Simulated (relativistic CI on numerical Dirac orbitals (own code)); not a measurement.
# Energy levels of Er45+

Calculated at this level of theory: Dirac-Coulomb-Breit CI, KLI orbitals optimised for each configuration, model QED, unscaled Slater integrals (own radial code, finite nucleus).

Configuration list (outside the closed core [Ne]): 3s2.3p6.3d5, 3s2.3p5.3d6, 3s2.3p4.3d7, 3s.3p6.3d6, 3p6.3d7, 3s.3p5.3d7, 3s2.3p6.3d4.4s, 3s2.3p6.3d4.4p, 3s2.3p4.3d6.4s, 3s2.3p5.3d5.4s, 3s2.3p6.3d4.4f, 3p6.3d6.4s, 3s2.3p6.3d3.4s2, 3s2.3p6.3d4.5s, 3p6.3d5.4s2. Levels of other configurations are missing.

The lowest level is 3s2.3p6.3d5 4P_5/2, with 28 % of that term; Hund's rules for 3s2.3p6.3d5 give 6S with J = 5/2, of which the calculation keeps J, while another term leads.

```
No.  Configuration  Term     J   E (eV)    %  Next component (%)
  1    3s2.3p6.3d5    4P   5/2    0.000   28               23 2D
  2    3s2.3p6.3d5    6S   5/2   36.137   38               23 2F
  3    3s2.3p6.3d5    4G   7/2   47.346   34               25 2F
  4    3s2.3p6.3d5    4D   3/2   48.555   38               31 4P
  5    3s2.3p6.3d5    2H  11/2   48.945   42               36 4G
  6    3s2.3p6.3d5    4G   9/2   53.521   32               28 2G
  7    3s2.3p6.3d5    4D   5/2   56.289   31               28 2D
  8    3s2.3p6.3d5    4P   1/2   58.501   47               26 2S
  9    3s2.3p6.3d5    2F   7/2   60.959   39               30 2G
 10    3s2.3p6.3d5    2D   3/2   74.108   59               21 4F
 11    3s2.3p6.3d5    6S   5/2   82.549   30               29 2D
 12    3s2.3p6.3d5    4D   7/2   90.223   52               41 4G
 13    3s2.3p6.3d5    2I  11/2   91.119   51               48 4G
 14    3s2.3p6.3d5    4G   9/2   92.851   59               37 2G
 15    3s2.3p6.3d5    2I  13/2   96.020  100                    
 16    3s2.3p6.3d5    4D   1/2   96.252   77               14 2S
 17    3s2.3p6.3d5    4P   3/2   97.144   52               34 4F
 18    3s2.3p6.3d5    2F   5/2   98.898   42               30 4D
 19    3s2.3p6.3d5    2H   9/2  103.652   53               47 4F
 20    3s2.3p6.3d5    2G   7/2  106.190   61               35 2F
 21    3s2.3p6.3d5    4F   5/2  107.553   63               25 2D
 22    3s2.3p6.3d5    2D   3/2  109.011   86                9 4D
 23    3s2.3p6.3d5    2G   7/2  113.593   45               36 2F
 24    3s2.3p6.3d5    4P   1/2  113.642   38               35 2P
 25    3s2.3p6.3d5    2G   9/2  121.685   76               12 2H
 26    3s2.3p6.3d5    4P   5/2  135.175   27               22 2D
 27    3s2.3p6.3d5    2P   3/2  136.009   73               25 2D
 28    3s2.3p6.3d5    2D   5/2  139.030   55               26 2F
 29    3s2.3p6.3d5    4F   7/2  144.463   29               28 2F
 30    3s2.3p6.3d5    2H  11/2  146.314   56               28 2I
```

Energies count from the lowest computed level.

The mean weight of the leading LS term, summed over parents, in these 30 levels is 50 %, and that of the leading jj configuration (from the same eigenvectors) 93 %, so jj coupling describes them better and the LS labels are nominal.

At this charge energies of transitions that change n are usually good to better than 1 %, and those within a shell (Δn = 0) to a few per cent.

LS names give the leading component of a level, which can be under half, so a name can repeat, a term be missing and a line seem to break the LS rules.
